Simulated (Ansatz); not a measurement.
The same molecule with X = F, Cl, Br. Ansatz, PBE0-D4/def2-TZVP geometries, multiplicity 1.

Scalar relativity is left out up to krypton.

```csv
X,molecule,mean X–C bond length / Å,LUMO energy (PBE/def2-TZVPP) / eV,LUMO energy (ωB97M-V/def2-TZVPP) / eV,size of the dipole moment (ωB97M-V/def2-TZVPP) / D
F,`Fc1ccc[nH]1`,1.324,0.12,2.46,1.82
Cl,`Clc1ccc[nH]1`,1.703,-0.21,2.41,1.79
```

Question: Give the row for X = Br, `Brc1ccc[nH]1`. (Best estimate.)

Answer: The calculation gave: 
```
 X        molecule  mean X–C bond length / Å  LUMO energy (PBE/def2-TZVPP) / eV  LUMO energy (ωB97M-V/def2-TZVPP) / eV  size of the dipole moment (ωB97M-V/def2-TZVPP) / D
Br  `Brc1ccc[nH]1`                     1.860                              -0.77                                   2.19                                                1.78
```

From F to Br the mean X–C bond length rises at each step, by 0.536 Å in all; the LUMO energy (PBE/def2-TZVPP) falls at each step, by 0.89 eV in all; the LUMO energy (ωB97M-V/def2-TZVPP) falls at each step, by 0.27 eV in all. Bonds lengthen as the atom grows down the group. Dipoles are sizes alone, and their direction can turn along the series.
